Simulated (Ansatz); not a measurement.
Dissociation curve of AgCl, singlet.

Level of theory: restricted PBE/def2-TZVP, def2 effective core potentials past Kr (Ansatz, a program for electronic structure).

The batch members p0 to p7 hold the bond at 1.73, 1.82, 1.94, 2.04, 2.15, 2.21, 2.29, 2.35 Å.

Ansatz input:

Ansatz 0.2 input:
```yaml
# input.yaml
basis:
  gaussian: { orbitals: def2-tzvp }
hamiltonian:
  xc: pbe
batch:
  members: [p0.yaml, p1.yaml, p2.yaml, p3.yaml, p4.yaml, p5.yaml, p6.yaml, p7.yaml]

# p4.yaml, one of the 8 members of this batch
crystal:
  periodic: [false, false, false]
  atoms:
    - { symbol: Ag, position_ang: [0.0, 0.0, 0.0] }
    - { symbol: Cl, position_ang: [0.0, 0.0, 2.15] }
total_charge: 0
magnetization:
  spin_polarized: false
```

Lines of the output on each member:

```
Member 0: Total energy: -16514.76091520 eV, -606.9062695267 hartree
Member 1: Total energy: -16516.43871482 eV, -606.9679275252 hartree
Member 2: Total energy: -16517.79717940 eV, -607.0178501778 hartree
Member 3: Total energy: -16518.41939391 eV, -607.0407161395 hartree
Member 4: Total energy: -16518.76141030 eV, -607.0532850100 hartree
Member 5: Total energy: -16518.84436441 eV, -607.0563335171 hartree
Member 6: Total energy: -16518.87556890 eV, -607.0574802610 hartree
Member 7: Total energy: -16518.85466633 eV, -607.0567121058 hartree
```

The restricted form behind RKS-PBE keeps the bonding electrons paired and can't separate into open-shell fragments.
